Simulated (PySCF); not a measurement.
A structure optimised at B3LYP-D3(BJ)/def2-SVP, used in a PySCF frequency run:

```
In
O 1 1.9967
H 2 0.9685 1 111.03
O 1 2.0051 2 113.62 3 -0.09
H 4 0.9678 1 112.98 2 179.51
C 1 2.2212 2 120.49 3 -179.24
F 6 1.3418 1 112.37 2 -35.51
F 6 1.3464 7 107.46 1 -122.45
F 6 1.3486 7 107.38 8 -114.99
```

**Question.** Write its SMILES and formula.

**Answer.** [OH][In]([OH])[C](F)(F)F, CH2F3InO2

**Question.** What are its rotational constants (standard atomic weights)?

**Answer.** 2.6968, 1.0706, 0.88636 GHz
